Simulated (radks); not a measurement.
Results of a calculation; reference values are marked as such.
Effect of the nuclear size on the silicon ion Si2+, [Ne] 3s2. Level of theory: Dirac Kohn-Sham, relativistic LDA (MacDonald-Vosko exchange, VWN5 correlation), spin-unpolarised, spherical densities, finite nucleus; Fermi nuclear charge, rms radius 3.1224 fm (a radial shooting solver on a logarithmic mesh with Libxc functionals). The rms radius is varied about that value; shifts are against it.

[
 {"rms radius (fm)": "2.5791", "total energy shift (eV)": "-0.00167", "density at nucleus (e/bohr^3)": "1895", "1s1/2 shift (meV)": "-0.692"},
 {"rms radius (fm)": "3.0006", "total energy shift (eV)": "-0.000401", "density at nucleus (e/bohr^3)": "1892", "1s1/2 shift (meV)": "-0.166"},
 {"rms radius (fm)": "3.1224", "total energy shift (eV)": "0", "density at nucleus (e/bohr^3)": "1891", "1s1/2 shift (meV)": "0.000"},
 {"rms radius (fm)": "3.2629", "total energy shift (eV)": "0.000482", "density at nucleus (e/bohr^3)": "1889", "1s1/2 shift (meV)": "0.200"},
 {"rms radius (fm)": "3.5346", "total energy shift (eV)": "0.00147", "density at nucleus (e/bohr^3)": "1887", "1s1/2 shift (meV)": "0.612"}
]

Slopes of the eigenvalues against <r^2> in GHz/fm^2, as finite differences over the two radii next to the reference (eigenvalue slopes, not the field-shift constants of lines): 1s1/2 54.0.
